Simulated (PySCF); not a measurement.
B(H)2(OAc), SMILES O=C(OB)C, CAM-B3LYP/def2-SVP optimised geometry.

```
10

B      1.11     1.28     0.00
H      0.44     2.27     0.00
H      2.32     1.28     0.00
O      0.53     0.05    -0.05
C     -0.83    -0.15     0.08
C     -1.24    -1.44    -0.57
O     -1.54     0.61     0.65
H     -2.32    -1.59    -0.45
H     -0.69    -2.27    -0.11
H     -0.97    -1.43    -1.63
```

Density from CAM-B3LYP/def2-TZVP run with PySCF 2.14.0 at that geometry.

Minimum of the electron density along straight lines between bonded atoms, close to the bond critical point (lines longer than 1.1 times the sum of covalent radii, or with two minima, are not listed):

| bond | length / Å | ρ at the minimum / e bohr⁻³ | ∇²ρ there / e bohr⁻⁵ | position (fraction from the first atom) |
|---|---|---|---|---|
| B1–H2 | 1.202 | 0.190 | -0.49 | 0.44 |
| B1–H3 | 1.203 | 0.189 | -0.47 | 0.44 |
| B1–O4 | 1.362 | ___ | 0.97 | 0.33 |
| O4–C5 | 1.378 | 0.289 | -0.75 | 0.64 |
| C5–C6 | 1.498 | 0.268 | -0.73 | 0.53 |
| C5–O7 | 1.191 | 0.447 | ___ | 0.34 |
| C6–H8 | 1.095 | 0.278 | -0.97 | 0.65 |
| C6–H9 | 1.100 | 0.272 | -0.92 | 0.65 |
| C6–H10 | 1.100 | 0.272 | -0.92 | 0.65 |

Question: What belongs in the gaps?

Answer: 
- B1–O4, ρ at the minimum / e bohr⁻³: 0.203
- C5–O7, ∇²ρ there / e bohr⁻⁵: -0.13
